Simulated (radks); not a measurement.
Bi3-, 86 electrons, occupied as [Rn]. All-electron calculation, scalar-relativistic Kohn-Sham, PBE, spin-polarised, spherical densities, point nucleus; Watson sphere of charge +3.56 and radius 5.55 bohr. Program: a radial shooting solver on a logarithmic mesh with Libxc functionals.

Unscreened Slater integrals over Kohn-Sham orbitals (hartree). They are taken over the spin-up orbitals.

\begin{tabular}{lr}
integral & value \\ \hline
F0(6p,6p) & 0.22969 \\
F2(6p,6p) & 0.11361 \\
F0(6p,6s) & 0.28143 \\
G1(6p,6s) & 0.13650 \\
F0(6p,5d) & 0.30436 \\
F2(6p,5d) & 0.069708 \\
G1(6p,5d) & 0.023546 \\
G3(6p,5d) & 0.019264 \\
F0(6s,6s) & 0.39954 \\
F0(6s,5d) & 0.48286 \\
G2(6s,5d) & 0.094964 \\
F0(5d,5d) & 0.73104 \\
F2(5d,5d) & 0.38182 \\
F4(5d,5d) & 0.25512 \\
\end{tabular}
